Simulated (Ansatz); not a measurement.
A substitution series on C: H to Br

On one C centre that keeps Cl, n of the H ligands are replaced by Br. The atomisation energy (no zero-point term) y in kJ/mol at CCSD(T)/def2-TZVPP. Shapes, held fixed at every level: PBE0-D4/def2-TZVP. Programs: Ansatz 0.2.0.

```
molecule  n  y (kJ/mol)
   CH3Cl  0        1616
 CH2BrCl  1        1460
 CHBr2Cl  2           ?
  CBr3Cl  3        1108
```

Question: Fit y = c + s·n to the known rows and predict CHBr2Cl.

Answer: 
1. Means of the 3 rows: n = 1.33333, y = 1394.7.
2. Σ(Δn)² = 4.6667, Σ(Δn·Δy) = -794.67, so the slope is -794.67/4.6667 = -170.29.
3. Intercept: 1394.7 − (-170.29) × 1.33333 = 1621.8. The largest residual of the fit is 8.5.
4. CHBr2Cl: 1621.8 + (-170.29) × 2 = 1281 kJ/mol.

The run gave 1293 kJ/mol, so the prediction is off by -12 kJ/mol, about the scatter of the fit. The step per swap changes from -156 to -185 kJ/mol along the series, so a line misses the bend: the ligands act on one another. The slope is only an average step. Other levels give for CHBr2Cl: HF/def2-SVP 828; r2SCAN-D4/def2-TZVPP 1358; B2PLYP/def2-TZVPP 1306 kJ/mol. Spin-orbit coupling of the free atoms (H 0, Br 15 kJ/mol each; the atoms kept shift only the intercept) is left out. Relativity is left out for Br unless named. Correlated rows may include outer-core shells of Br, which these sets cover unevenly.
